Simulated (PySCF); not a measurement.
## [LaCl4]− at several levels of theory

Computed with PySCF 2.14.0 (density fitting, no spin-orbit coupling) at the geometry relaxed with PBE0:

```xyz
5
[LaCl4]− (singlet)
La    0.0000    0.0000    0.0000
Cl    1.5415    1.5415    1.5415
Cl   -1.5415   -1.5415    1.5415
Cl    1.5415   -1.5415   -1.5415
Cl   -1.5415    1.5415   -1.5415
```

```
level                                     basis    state  HOMO (eV)  gap (eV)  charge on La1 (e)  population of f-type functions on La1 (polarisation alone where 4f lies in the core)  dipole about the centre of mass (D)  largest force component (eV/Å)
 PBE0    La lcecp-1-SVP with ECP46, Cl def2-SVP  singlet      -4.57      7.59               0.81                                                                                  0.06                                 0.00                            0.00
 PBE0  La lcecp-1-TZVP with ECP46, Cl def2-TZVP  singlet      -4.84      7.76               1.34                                                                                  0.10                                 0.00                            0.00
```

In the lcecp rows the 4f levels are missing from HOMO and gap, and the state counts the valence alone.

Charges are Mulliken's, which hang on the basis. The relaxation used the grid (50, 194), these runs (75, 302) or, all-electron (x2c bases, spin-free X2C Hamiltonian), (99, 590).

Task: A further run in the first row's basis gives HOMO (eV) -3.86, gap (eV) 6.74, charge on La1 (e) 0.83, population of f-type functions on La1 (polarisation alone where 4f lies in the core) 0.06, dipole about the centre of mass (D) 0.00, largest force component (eV/Å) 0.07. Which level was it?
A. TPSSh
B. BLYP

Result: A. The others give HOMO -2.87 eV (BLYP).

In the first row's basis the gap widens with exact exchange: 5.4 eV for BLYP (none); 6.7 to 7.6 eV for TPSSh, PBE0 (a fixed share).
